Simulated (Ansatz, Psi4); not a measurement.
Input for Ansatz (a program for electronic structure):
Ansatz 0.2 input:
```yaml
crystal:
  periodic: [false, false, false]
  atoms:
    - {symbol: C, position_ang: [-0.87928138, 0.00351010, 0.01564063]}
    - {symbol: O, position_ang: [-0.81883028, -1.01132689, 0.65669977]}
    - {symbol: O, position_ang: [0.17084863, 0.70015067, -0.44659388]}
    - {symbol: H, position_ang: [-1.80259150, 0.51373746, -0.28852409]}
    - {symbol: C, position_ang: [1.41484609, 0.28028668, -0.20613446]}
    - {symbol: H, position_ang: [1.57765462, -0.61886567, 0.35962889]}
    - {symbol: H, position_ang: [2.19540180, 0.89175727, -0.60898889]}
basis:
  gaussian:
    orbitals: STO-3G
hamiltonian:
  xc: revpbe
magnetization: {spin_polarized: true, initial_magnetization: 1}
accuracy: high
```

Problem. Write the same job for Psi4.

Solution. This is not unique; one that fits is 
```
memory 2 GB

molecule mol {
0 2
C    -0.879281    0.003510    0.015641
O    -0.818830   -1.011327    0.656700
O     0.170849    0.700151   -0.446594
H    -1.802591    0.513737   -0.288524
C     1.414846    0.280287   -0.206134
H     1.577655   -0.618866    0.359629
H     2.195402    0.891757   -0.608989
}

set {
  basis sto-3g
  reference uks
  scf_type pk
  puream true
  d_convergence 1e-8
  dft_radial_points 99
  dft_spherical_points 590
}

energy('revpbe')
print_variables()
```

Both were run: Ansatz gave -225.288160 Eh and Psi4 -225.288161 Eh, 0.000 mEh apart.
